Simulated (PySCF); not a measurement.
PBE0 on Sc⁻ (scandium, charge -1), [Ar] 3d2 4s2, high-spin 3F determinant. All numbers are calculated (PySCF 2.14, no relativity, point nucleus, in aug-cc-pVDZ).

```
cycle= 1 E= -760.428099079784  delta_E= -0.0109  |g|= 0.0149  |ddm|= 2.36
cycle= 2 E= -760.429787752559  delta_E= -0.00169  |g|= 0.0329  |ddm|= 0.422
cycle= 3 E= -760.430606761823  delta_E= -0.000819  |g|= 0.0146  |ddm|= 0.175
cycle= 4 E= -760.431364213308  delta_E= -0.000757  |g|= 0.00405  |ddm|= 0.327
cycle= 5 E= -760.431417386375  delta_E= -5.32e-05  |g|= 0.000497  |ddm|= 0.0569
cycle= 6 E= -760.431420221663  delta_E= -2.84e-06  |g|= 0.000835  |ddm|= 0.0265
cycle= 7 E= -760.431421157851  delta_E= -9.36e-07  |g|= 4.97e-05  |ddm|= 0.00387
cycle= 8 E= -760.431421162932  delta_E= -5.08e-09  |g|= 1.89e-05  |ddm|= 0.00133
cycle= 9 E= -760.431421163399  delta_E= -4.67e-10  |g|= 1.69e-06  |ddm|= 0.000272
converged SCF energy = -760.431421163399  <S^2> = 2.0113117  2S+1 = 3.0075317
```

Highest occupied orbital energy: 1.306 eV; ⟨L²⟩ = 12.00; populations by l: s 8.00, p 12.00, d 2.00, f 0.00.

Problem. Can this result be used?

Solution. With care. The run converged. The configuration of this anion was assumed by filling the next shell in order. It is not the known or likely ground configuration (Ca⁻, Sr⁻ and Ba⁻, for instance, bind a p electron), so these values are not the electron affinity of the element. At PBE0 the highest occupied level has a positive energy, so only the finite basis holds that electron.
